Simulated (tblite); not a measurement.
Run record: tight-binding relaxation, `C#CC1=CS[C@@H](F)[GeH2][CH2]1`.

Computed with GFN2-xTB geometry optimisation, gas phase (tblite 0.8.0). Start geometry: from a force field or distance geometry. The command runs a driver script over a list of jobs; the input below is this job's line of settings and its coordinates in Å.

Command:
```bash
OMP_NUM_THREADS=1 python probes_run.py task.json out
```

Input:
```
{"job": {"kind": "relax", "xc": "GFN2-xTB", "basis": "xTB"}, "charge": 0, "multiplicity": 1}
C      3.554800     0.087000     0.341000
C      2.373700     0.247200     0.042200
C      0.986500     0.412400    -0.268600
C      0.350200     1.574100    -0.026800
S     -1.396100     1.788400    -0.411600
C     -2.281300     0.470100     0.491700
F     -3.599400     0.468800     0.111900
Ge    -1.353000    -1.176900     0.103500
C      0.258600    -0.746800    -0.902000
H      4.571200    -0.048700     0.592100
H      0.874200     2.375600     0.427000
H     -2.153100     0.657500     1.601100
H     -0.922000    -1.863800     1.441800
H     -2.214500    -2.130300    -0.742400
H      0.034000    -0.493600    -1.965500
H      0.908600    -1.612200    -0.846900
```

Output:
```
step      E/eV     max force
  0    -712.59094    2.594
  1    -712.63608    5.848
  2    -712.81255    0.981
  3    -712.85827    0.668
  4    -712.90967    0.491
  5    -712.93428    0.370
  6    -712.95382    0.291
  7    -712.96603    0.272
  8    -712.97514    0.277
  9    -712.98282    0.221
... (139 lines left out)
149    -713.13071    0.030
150    -713.13077    0.023
151    -713.13082    0.017
152    -713.13086    0.024
153    -713.13092    0.032
154    -713.13098    0.034
155    -713.13105    0.031
156    -713.13109    0.023
157    -713.13111    0.014
158    -713.13112    0.009
```

«max force» is the largest atomic force in eV/Å.

Task: From which step on does the largest force stay under 0.1 eV/Å, and how much energy is left to gain from there?

Result: From step 132 (0.077 eV/Å), 4.8 meV above the end.

Summary of the converged run: energy lowered by 12.5 kcal/mol over 158 steps; largest atomic force 0.009 eV/Å at the end.

Task: Give the final coordinates.

Result: 0.783 Å rms from the input after alignment:
```
atom  x, y, z in Å
C1     3.5703    0.2683   -0.3274
C2     2.3783    0.3244   -0.1892
C3     0.9694    0.3317   -0.0490
C4     0.4057    1.4075    0.5157
S5    -1.2537    1.8353    0.8634
C6    -2.2908    0.5045    0.1979
F7    -2.5117    0.6950   -1.1551
Ge8   -1.4016   -1.2650    0.3654
C9     0.2712   -0.8833   -0.6003
H10    4.6123    0.2370   -0.4423
H11    1.0383    2.2199    0.8455
H12   -3.2563    0.6315    0.6908
H13   -1.2399   -1.5863    1.8221
H14   -2.2717   -2.2826   -0.3111
H15    0.0109   -0.7009   -1.6498
H16    0.9617   -1.7280   -0.5881
```

On Arm Neoverse N1, one thread, no GPU, shared host, this took 2.2 s.
Labels such as C1 count atoms from 1, the log's own numbers from 0.
